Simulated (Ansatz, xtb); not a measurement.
H5OSbSi: which of two conformers lies lower

Structure X: `O[SiH2][SbH2]`, a singlet. Structure Y: `O[SiH2][SbH2]`, a singlet. Both are isolated molecules in the gas phase, relaxed with r2SCAN-D4/def2-SVP.

X (Å):

```yaml
atoms:
  - { symbol: O, position_ang: [-1.6209, -1.6570, 0.6647] }
  - { symbol: Sb, position_ang: [1.4909, -0.2865, -0.3949] }
  - { symbol: Si, position_ang: [-1.1048, -0.4244, -0.3412] }
  - { symbol: H, position_ang: [-1.5993, -0.7802, -1.6999] }
  - { symbol: H, position_ang: [-1.4109, -1.5579, 1.6007] }
  - { symbol: H, position_ang: [-1.6899, 0.8961, 0.0592] }
  - { symbol: H, position_ang: [1.3786, 1.3016, -1.0440] }
  - { symbol: H, position_ang: [1.4703, 0.3514, 1.2039] }
```

Y (Å):

```xyz
8

O    -1.6778   -0.3708    0.8798
Sb    0.4832    2.1675    0.1131
Si   -0.0120   -0.2214    0.9409
H     0.5100   -0.3616    2.3403
H     0.6589   -1.2738    0.1105
H    -2.0398   -1.2347    1.1114
H     0.4459    1.6326   -1.5187
H     2.1648    1.8200    0.2099
```

Energies in hartree; the thermal terms are from r2SCAN-D4/def2-SVP harmonic frequencies (ideal gas, rigid rotor, one conformer each, 298.15 K, 1 atm) and include the zero-point energy:

|  | X | Y |
| --- | --- | --- |
| E, CCSD(T)/def2-TZVP | −606.800159 | −606.800390 |
| zero-point energy | 0.044465 | 0.044264 |
| H(298 K) − E | 0.051699 | 0.051530 |
| G(298 K) − E | 0.013157 | 0.013072 |

Task: Work out ΔE, ΔE₀, ΔH and ΔG for X → Y in kJ/mol (1 Eh = 2625.50 kJ/mol) and the equilibrium ratio [Y]/[X].

Result: 1. ΔE = −606.800390 − (−606.800159) = −0.000231 Eh = −0.61 kJ/mol.
2. ΔE₀ = ΔE + ΔZPE = −0.000231 + (−0.000201) Eh = −1.13 kJ/mol.
3. ΔH = ΔE + (−0.000169) Eh = −1.05 kJ/mol.
4. ΔG = ΔE + (−0.000085) Eh = −0.83 kJ/mol, so ΔS = (ΔH − ΔG)/T = −0.7 J/(mol K).
5. kT = 0.9442 mEh, so K = [Y]/[X] = exp(−ΔG/kT) = exp(+0.33) ≈ 1.4.

The two are too close for this level to say which is favoured. An error of 4 kJ/mol in ΔG would change K by a factor of 5. Mirror images and further conformers aren't counted.

Other levels gave ΔE = +1.3 (r2SCAN-D4/def2-SVP); −1.5 (HF/def2-TZVP); −0.7 (MP2/def2-TZVP) kJ/mol. The correlated steps freeze 10 core orbitals; the filled d shell of Sb is correlated, in a basis made for valence electrons. Atoms past krypton carry core potentials in the def2 sets, without spin–orbit terms. Programs: Ansatz 0.2.0.
